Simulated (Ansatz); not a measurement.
`S=[CH][SbH2]`. Charge 0, multiplicity 1. Sb takes the def2 core potential.

```xyz
6

S     0.6094    1.9738   -0.9160
C     0.3607    0.3938   -0.7965
Sb   -1.1242   -0.5315    0.4665
H     0.9070   -0.2958   -1.4458
H    -0.1268   -1.8693    0.8437
H    -0.6261    0.3290    1.8481
```

List the harmonic frequencies (cm⁻¹, unscaled) at PBE0-D4/def2-TZVP in Ansatz. (Best estimate.)

The calculation gave: 82, 183, 453, 533, 648, 761, 828, 1105, 1218, 1956, 1991, 3075.

Is this a minimum?

Yes, all 12 modes are real.

Give the ideal-gas thermochemistry at 298.15 K and 1 bar (rigid rotor, harmonic oscillator; point group C1, symmetry number 1).

Zero-point energy 76.8 kJ/mol; H(298) − E = 92.3 kJ/mol; entropy 315.9 J/(mol·K), of which translation 172.8, rotation 107.9, vibration 35.2; G(298) − E = -1.9 kJ/mol. Modes under 100 cm⁻¹ are hindered rotations or soft bends, so the harmonic entropy is rough.

Rotational constants (cm⁻¹)?

1.039, 0.05443, 0.0526.
